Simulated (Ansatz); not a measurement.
Ansatz results at the PBE0-D4/def2-TZVP geometry: zero-point energy (PBE0-D4/def2-TZVP) 144.5 kJ/mol; size of the dipole moment (PBE/def2-TZVPP) 2.46 D; size of the dipole moment (B3LYP/def2-TZVPP) 2.42 D.

Each molecule was computed in one conformer, which needn't be the lowest.

(1) Which molecule gave them?
A. `[SH][Hf]([SH])([SH])[SH]`
B. `C[N](C)[Hf]([F])([Cl])[SeH]`
C. `[F][Hf]([F])([F])[Br]`
D. `C#[C][Hf]([OH])([OH])[OH]`

Results:

(1) D. The others give `[SH][Hf]([SH])([SH])[SH]`: 90.5, 0.00, 0.00; `[F][Hf]([F])([F])[Br]`: 17.8, 0.00, 0.07; `C[N](C)[Hf]([F])([Cl])[SeH]`: 242.8, 2.85, 2.82.

B3LYP here is the variant with VWN-RPA as its local correlation; programs differ in this.
